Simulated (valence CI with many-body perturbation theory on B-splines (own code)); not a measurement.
**In27+: M1 decay**

Calculated by valence CI with perturbative core correlation (CI+MBPT): four valence electrons over a frozen Dirac-Fock core [Ar], a basis of 7 s, 7 p, 8 d, 6 f, 4 g, 1 h functions for each j, with the one-electron correlation potential Σ1 (screened to all orders), the two-electron term Σ2, the three-electron term Σ3, Breit, model QED; selected single and double excitations, second order for the rest, scaled by the run's own slope (own B-spline code, finite nucleus).

The last digits are not significant, and no measured levels were compared; by estimate large intervals hold to a few tenths of a per cent, small ones and those within an open d or f shell to about a per cent. Only levels of the ground parity were solved; by the run's estimate the other parity begins above the list, which can be wrong where configurations are misplaced.

Lines 1 to 50 of 120 in falling wavelength, among levels below 74.440 eV, chosen from the decays that carry over 1 % of a level's rate. Wavelengths and rates use the calculated energies. Weak lines are less certain than strong ones. Lines between different terms over intervals too small for the method are left out, as are lines whose strength nearly cancels. Branching is blank where the lifetime is uncertain.

Names give the largest LS component (configuration and term), which can be under half, so a name can repeat, a term be missing and a line seem to break the LS rules; names also repeat where a configuration has a term twice. Letters in brackets count levels of one name in rising energy.

```
λ vac (nm)         Upper         Lower  Type   A (s⁻¹)  Branch %
      1669      3d4 5D_4      3d4 5D_3    M1  3.80e+00     100.0
     804.4      3d4 3H_6      3d4 3H_5    M1  2.17e+01      99.8
     534.1      3d4 5D_3      3d4 5D_2    M1  2.47e+02     100.0
     454.2      3d4 3G_3      3d4 3H_4    M1  7.01e+01       1.0
     382.2  3d4 3P_2 [c]  3d4 3P_2 [b]    M1  1.36e+02       1.1
     352.1      3d4 5D_2      3d4 5D_1    M1  1.01e+03     100.0
     340.3      3d4 3G_4      3d4 3H_5    M1  1.91e+01       1.0
     316.3      3d4 3D_2  3d4 3P_1 [a]    M1  3.43e+02      14.2
     308.9      3d4 3H_5      3d4 3H_4    M1  5.08e+02      22.5
     280.0  3d4 3P_2 [b]      3d4 3D_1    M1  3.20e+02       2.1
     272.2  3d4 3F_4 [b]      3d4 3G_5    M1  1.76e+02          
     258.7  3d4 3F_3 [a]      3d4 3G_4    M1  2.27e+02          
     254.9      3d4 5D_1  3d4 5D_0 [a]    M1  2.18e+03     100.0
     251.7      3d4 3G_4      3d4 3G_3    M1  8.68e+02      46.7
     245.0  3d4 3P_2 [a]      3d4 3D_2    M1  2.43e+02       1.3
     238.4      3d4 3D_2  3d4 3F_2 [a]    M1  3.48e+02      14.4
     232.1  3d4 3F_3 [b]  3d4 3P_2 [c]    M1  4.87e+02          
     222.9  3d4 3P_1 [a]  3d4 5D_0 [b]    M1  1.49e+03      10.1
     219.0      3d4 3D_2      3d4 3G_3    M1  3.30e+01       1.4
     213.6      3d4 3H_4      3d4 5D_4    M1  2.78e+03      78.7
     210.6  3d4 3F_4 [a]      3d4 3H_5    M1  6.65e+02       4.4
     203.1      3d4 3D_3  3d4 3F_2 [a]    M1  1.05e+02       1.7
     195.5  3d4 3P_2 [b]  3d4 3P_2 [a]    M1  2.70e+02       1.7
     193.2  3d4 3F_4 [b]  3d4 3F_3 [a]    M1  3.12e+02          
     189.4      3d4 3H_4      3d4 5D_3    M1  7.52e+02      21.3
     186.3      3d4 3G_5      3d4 3G_4    M1  2.40e+03      31.6
     177.8      3d4 3D_1      3d4 3D_2    M1  1.55e+03       6.1
     172.9  3d4 3F_4 [a]      3d4 3G_3    M1  4.97e+02       3.3
     168.8  3d4 3P_2 [b]  3d4 3F_3 [a]    M1  4.91e+02       3.2
     161.9      3d4 3G_4      3d4 3H_4    M1  8.32e+02      44.8
     160.2  3d4 3F_4 [c]  3d4 3F_4 [b]    M1  4.74e+02       1.4
     156.7      3d4 1F_3  3d4 3P_2 [a]    M1  3.10e+02          
     145.3      3d4 3G_3      3d4 5D_4    M1  2.61e+02       3.8
     144.4  3d4 3F_3 [b]  3d4 3P_2 [b]    M1  9.99e+02          
     141.6      3d4 3G_5      3d4 3H_6    M1  1.67e+03      22.0
     139.1      3d4 1F_3  3d4 3F_3 [a]    M1  1.58e+03          
     138.3  3d4 3F_4 [b]  3d4 3F_4 [a]    M1  2.51e+03          
     138.0  3d4 3P_2 [a]  3d4 3P_1 [a]    M1  8.97e+02       4.7
     133.9  3d4 3F_3 [a]  3d4 3F_2 [a]    M1  5.70e+03          
     133.6      3d4 3G_3      3d4 5D_3    M1  3.86e+03      56.3
     130.3  3d4 3F_3 [b]  3d4 3F_4 [b]    M1  3.25e+03          
     129.5  3d4 3F_4 [b]      3d4 3D_3    M1  1.21e+03          
     129.3  3d4 3P_2 [c]  3d4 3P_2 [a]    M1  3.00e+03      23.8
     127.6  3d4 3F_3 [a]      3d4 3G_3    M1  5.69e+03          
     126.3      3d4 3H_5      3d4 5D_4    M1  1.75e+03      77.5
     125.2  3d4 3F_4 [a]      3d4 3H_4    M1  9.28e+03      62.0
     124.2      3d4 1I_6      3d4 3H_6    M1  3.58e+03      45.7
     120.8  3d4 3P_2 [a]  3d4 3F_2 [a]    M1  1.84e+03       9.6
     120.4      3d4 3G_5      3d4 3H_5    M1  2.50e+03      32.8
     118.1  3d4 3P_2 [b]      3d4 3D_3    M1  3.68e+03      23.6
```
